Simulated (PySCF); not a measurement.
Can point charges reproduce the dipole moment of `C/C=N/N=C\CC`?

Coordinates (GFN2-xTB, Å) and charges (e) from the PBE0/pcSseg-1 density (PySCF):

```csv
atom,x,y,z,Mulliken,IAO,Hirshfeld,ESP-fitted
C1,3.252,-0.432,0.035,-0.2530,-0.4334,-0.1203,-0.4229
C2,2.076,0.342,-0.451,+0.0074,-0.0202,+0.0249,+0.2292
N3,1.133,0.634,0.336,-0.2132,-0.1345,-0.0813,-0.1752
N4,0.129,1.425,0.147,-0.2196,-0.1276,-0.0931,-0.3230
C5,-1.057,1.146,-0.183,+0.0402,-0.0312,+0.0215,+0.0589
C6,-1.580,-0.195,-0.608,-0.2596,-0.2882,-0.0731,+0.2750
C7,-2.844,-0.564,0.165,-0.2906,-0.4156,-0.1139,-0.2992
H8,3.362,-1.349,-0.542,+0.1238,+0.1510,+0.0472,+0.1170
H9,3.130,-0.679,1.085,+0.1260,+0.1619,+0.0468,+0.1178
H10,4.163,0.152,-0.094,+0.1286,+0.1532,+0.0493,+0.1326
H11,2.078,0.642,-1.503,+0.0770,+0.1148,+0.0386,+0.0568
H12,-1.763,1.964,-0.137,+0.1033,+0.1482,+0.0463,+0.0739
H13,-0.805,-0.949,-0.449,+0.1347,+0.1450,+0.0358,-0.0195
H14,-1.810,-0.161,-1.678,+0.1397,+0.1487,+0.0447,-0.0383
H15,-2.634,-0.608,1.232,+0.1236,+0.1451,+0.0420,+0.0866
H16,-3.622,0.178,-0.003,+0.1127,+0.1381,+0.0408,+0.0654
H17,-3.216,-1.534,-0.154,+0.1190,+0.1447,+0.0439,+0.0649
```

Q: What dipole does each set of charges give (1 e·Å = 4.803 D), and what does the density give?

A: The full density gives (-0.35, -1.35, -1.59) D, 2.11 D in size; dipole vectors point from the negative to the positive end.

| scheme | μx | μy | μz | size (D) | share of the full size (%) | angle to the full dipole (°) |
| --- | --- | --- | --- | --- | --- | --- |
| Mulliken | -0.18 | -2.14 | -1.19 | 2.45 | 116 | 21 |
| IAO | -0.26 | -0.99 | -1.10 | 1.50 | 71 | 1 |
| Hirshfeld | -0.13 | -0.58 | -0.60 | 0.84 | 40 | 4 |
| ESP-fitted | -0.35 | -1.35 | -1.56 | 2.09 | 99 | 0 |

Q: Which set comes closest?

A: Length of the difference vector: ESP-fitted 0.02 D, IAO 0.61 D, Mulliken 0.90 D, Hirshfeld 1.27 D. Closest: ESP-fitted. ESP charges are fitted to the potential around the molecule, whose slowest-falling term is the dipole's. The schemes that divide the density aren't constrained to reproduce the dipole.

Q: What is left for the Hirshfeld atoms' own dipoles?

A: The Hirshfeld atoms' densities add up to the full density, so μ = Σ q r + Σ (atomic dipoles). The atomic dipoles sum to (-0.35, -1.35, -1.59) − (-0.13, -0.58, -0.60) = (-0.22, -0.77, -0.99) D, 1.27 D in size.

Q: With the origin at the mean of the coordinates, (0.000, 0.001, -0.165) Å, which are the largest single terms, by size, of the Hirshfeld dipole along the direction of the full one?

A: N4 +0.52, N3 +0.38, H14 +0.33, C7 -0.32, H17 +0.32 D; all 17 atoms together +0.84 D. The single terms depend on the origin, their sum doesn't.

Q: Give the size of the full dipole in other units.

A: 2.11 D = 0.830 au = 0.439 e·Å = 7.04 × 10⁻³⁰ C·m.

Geometry: GFN2-xTB, one conformer, isolated molecule.

The run behind these numbers computed NMR shieldings as well. Rough CPU time on one thread of a shared machine: about 60 s.

Shape of the structure used: `[CH3:1]/[CH:2]=[N:3]/[N:4]=[CH:5]\[CH2:6][CH3:7]`: C2–N3–N4–C5 99°, N4–C5–C6–C7 130°.
